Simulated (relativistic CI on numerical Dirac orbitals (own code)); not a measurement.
Spin-allowed bands of a d7 ion in a tetrahedral site, by hand

Problem. Take Δ = 7000 cm⁻¹ and B = 880 cm⁻¹ for a d7 ion in a tetrahedral site. Calculate the three spin-allowed bands.

Working.
1. The terms of highest spin are 4F (energy 0) and 4P (15B = 13200 cm⁻¹). Here the F term splits into A2 at −1.2Δ = -8400, T2 at −0.2Δ = -1400 and T1 at +0.6Δ = 4200 cm⁻¹.
2. The two T1 states mix through the element 0.4Δ: H = [[4200, 2800], [2800, 13200]], with roots ½(H₁₁ + H₂₂) ∓ ½√[(H₂₂ − H₁₁)² + 4H₁₂²] = ½(17400) ∓ ½(10600) = 3400 and 14000 cm⁻¹.
3. The ground term is 4A2 at -8400 cm⁻¹.
4. Bands: 4T2 7000 cm⁻¹ (1429 nm), 4T1(F) 11800 cm⁻¹ (847 nm), 4T1(P) 22400 cm⁻¹ (446 nm).

Check. Exact diagonalisation of the whole d7 shell with these parameters gives 4T2 7000, 4T1 11800, 4T1 22400 cm⁻¹. The match is exact, since without spin-orbit coupling no other term has this spin. The ratio of the second band to the first, 1.686, depends on Δ/B = 8.0 alone, which is how a Tanabe-Sugano diagram is read.
